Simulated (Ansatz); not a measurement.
Input for Ansatz (an electronic-structure program): R-wB97M-V/def2-TZVPP on H2SeTe (SMILES [SeH][TeH]), a point of a torsion scan. Elements past Kr take the def2 small-core potentials; no spin–orbit coupling.

Ansatz 0.2 input:
```yaml
crystal:
  periodic: [false, false, false]
  atoms:
    - {symbol: Se, position_ang: [-1.16721308, 0.67183351, 0.51351598]}
    - {symbol: Te, position_ang: [1.14483579, 0.59004669, -0.48666044]}
    - {symbol: H, position_ang: [-1.63572441, -0.44344000, -0.26263460]}
    - {symbol: H, position_ang: [1.54950396, 1.86594309, 0.45406264]}
basis:
  gaussian:
    orbitals: def2-TZVPP
hamiltonian:
  xc: {name: wB97M-V}
scf: {lower_state_search: off}
```

Give the final energy of this run.

-2670.6126 hartree.
